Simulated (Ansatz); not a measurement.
`C[CH2][Sn][NH2]` + HBr → `[NH2][Sn][Br]` + `CC` at 700 K and 1 bar (ligand exchange at the Sn–C bond).

Computed with Ansatz on PBE0-D4/def2-TZVP structures; ΔE is electronic, products minus reactants. CBS: MP2 limit from def2 TZ/QZ plus the TZ coupled-cluster correction, frozen cores. This one scheme is used for every species. def2 core potentials past Kr. For Br, Sn outer-core shells are correlated without core-valence functions, which leaves a few kJ/mol of doubt a bond. Scalar relativity is left out up to krypton. One conformer a species, not always the lowest.

| species | CCSD(T)/CBS energy (Eh) | H − E (kJ/mol) | S (J/(mol·K)) |
| --- | --- | --- | --- |
| `C[CH2][Sn][NH2]` | -349.05917 | 309.6 | 466.1 |
| HBr | -2573.91920 | 36.5 | 223.7 |
| `[NH2][Sn][Br]` | -2843.33195 | 114.1 | 386.9 |
| `CC` | -79.71954 | 238.1 | 289.3 |

H − E and S are ideal-gas, rigid-rotor, harmonic terms from PBE0-D4/def2-TZVP, for one conformer and one mirror image of each species. 1 Eh = 2625.50 kJ/mol, R = 8.31446 J/(mol·K).

By hand: ΔE, ΔH, ΔS and ΔG.

ΔE = (-2843.33195) + (-79.71954) − (-349.05917) − (-2573.91920) = -0.07312 Eh = -192.0 kJ/mol. Δ(H − E) = 114.1 + 238.1 − 309.6 − 36.5 = 6.1, so ΔH = -185.9 kJ/mol. ΔS = 386.9 + 289.3 − 466.1 − 223.7 = -13.6 J/(mol·K). ΔG = -185.9 − 700 × (-13.6)/1000 = -176.4 kJ/mol.

By hand: the equilibrium constant, and the temperature at which ΔG would vanish if ΔH and ΔS stayed fixed.

log₁₀ K = −ΔG/(RT ln 10) = 13.2. ΔG = 0 at ΔH/ΔS = 13669 K, far beyond where these terms or the molecules hold.

The number of gas molecules stays the same, so ΔS is small and ΔH decides. A doubt of 5 kJ/mol in ΔE shifts log₁₀ K by 0.4 here. Other conformers and mirror images would add mixing entropy, several J/(mol·K) or more a flexible species. Modes under 60 cm⁻¹, often nearly free rotors, make the harmonic entropy too high. These are equilibria of isolated gas molecules and say nothing of rates. Largest T1 diagnostic: 0.015 (customary marks: 0.02 for closed shells, 0.045 for open ones).
